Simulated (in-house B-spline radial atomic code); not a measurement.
The numbers below are computed, except where a source is named.
C6 from the polarisability at imaginary frequency: Pb2+

BP86 linear response of the closed shell [Xe] 4f14 5d10 6s2, from an all-electron radial atomic-structure program (B-spline basis); scalar-relativistic (spin-free one-electron X2C), finite nucleus, no spin-orbit coupling; shells from n = 4 respond.

The dispersion coefficient of two like species is C6 = (3/π) ∫ α(iu)² du from 0 to ∞.

```
u (hartree)  α(iu) (bohr³)
          0          13.32
      0.156          12.28
      0.364           9.49
      0.624          6.792
       1.04          4.471
       1.56          3.021
       2.34          1.913
       3.64          1.074
        5.2         0.6416
       7.79         0.3487
         13         0.1594
         26        0.05405
```

Q: Fit one oscillator, α(iu) = α(0)/(1 + u²/ω²), through u = 0.624 and estimate C6.

A: From α(0)/α(iu) − 1 = 13.32/6.792 − 1 = 0.9611, ω = u/√0.9611 = 0.6365 hartree (17.3 eV). London's formula gives C6 = (3/4) α(0)² ω = 0.75 × 13.32² × 0.6365 = 84.7 hartree·bohr⁶, and the oscillator holds f = α(0) ω² = 5.40 electrons, of a sum of oscillator strengths of 59.1.

Q: How does that compare with the full integral?

A: The program's quadrature over all excitations gives C6 = 92.87, so the single oscillator is off by -8.8 %. At the last point the fit gives α = 0.00798 against 0.054: higher excitations, and deeper shells where there are any, keep the true curve higher at large u.
